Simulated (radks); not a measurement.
Q: Species: the mercury ion Hg+. Configuration: [Xe] 4f13 5d10 6s2 (not the ground configuration). Method: scalar-relativistic Kohn-Sham, LDA (Slater exchange, Perdew-Wang correlation), spin-polarised, spherical densities, point nucleus; open shells are filled with parallel spins first (spin-orbit coupling, left out, can overturn this in heavy ions); computed with a radial shooting solver on a logarithmic mesh with Libxc functionals. Some entries of the table are withheld. Estimate them.

orbital,occ.,eigenvalue (hartree),<r^2> (bohr^2),<r> (bohr)
1s up,1,-3055.625,0.0003810,0.01659
1s down,1,-3055.625,0.0003810,0.01659
2s up,1,-542.4340,0.005800,0.06995
2s down,1,-542.4321,0.005800,0.06995
2p up,3,-468.0018,0.004901,0.06330
2p down,3,-468.0003,0.004901,0.06330
3s up,1,-129.5619,0.03739,0.1808
3s down,1,-129.5318,0.03738,0.1808
3p up,3,-108.0641,0.03852,0.1823
3p down,3,-108.0336,0.03851,0.1822
3d up,5,-85.41919,0.03190,0.1651
3d down,5,-85.39522,0.03189,0.1651
4s up,1,-29.22504,0.1792,0.3985
4s down,1,-29.17680,0.1793,0.3986
4p up,3,-22.15270,0.2046,0.4243
4p down,3,-22.10658,0.2047,0.4244
4d up,5,-13.77262,0.2302,0.4465
4d down,5,-13.72813,0.2304,0.4467
5s up,1,-4.98970,0.8841,0.8879
5s down,1,-4.97421,0.8861,0.8889
4f up,7,-4.48431,0.2691,0.4736
4f down,6,-4.43934,0.2701,0.4743
5p up,3,-3.03242,1.170,1.018
5p down,3,-3.02140,1.174,1.019
5d up,5,-0.85028,2.268,1.391
5d down,5,-0.84515,2.280,1.395
6s up,1,-0.60514,(1),2.403
6s down,1,-0.60409,(2),2.406

A: 
(1) 6s up <r^2> (bohr^2): 6.522
(2) 6s down <r^2> (bohr^2): 6.538
